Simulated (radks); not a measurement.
Task: All-electron atom: neutral holmium in [Xe] 4f11 6s2. Method: Dirac Kohn-Sham, PBE, spin-unpolarised, spherical densities, point nucleus; open shells fill j = l - 1/2 first; computed with a radial shooting solver on a logarithmic mesh with Libxc functionals.

Spin-orbit splittings of the eigenvalues, e(l+1/2) - e(l-1/2), with zeta = 2 splitting/(2l+1) and mean radii in bohr:

| shell | occ. | splitting (eV) | zeta (eV) | <r> j=l-1/2 | <r> j=l+1/2 |
|---|---|---|---|---|---|
| 2p | 6 | ? | ? | 0.07290 | 0.08007 |
| 3p | 6 | 179.0 | 119.3 | 0.2191 | 0.2326 |
| 3d | 10 | 39.10 | 15.64 | 0.2054 | 0.2096 |
| 4p | 6 | 40.13 | 26.76 | 0.5286 | 0.5596 |
| 4d | 10 | 7.280 | 2.912 | 0.5902 | 0.6012 |
| 4f | 11 | 0.9740 | 0.2783 | 0.8458 | 0.8698 |
| 5p | 6 | 4.999 | 3.333 | 1.446 | 1.557 |

Estimate the 2p splitting.

Result: 857.0 eV (zeta = 571.3 eV).
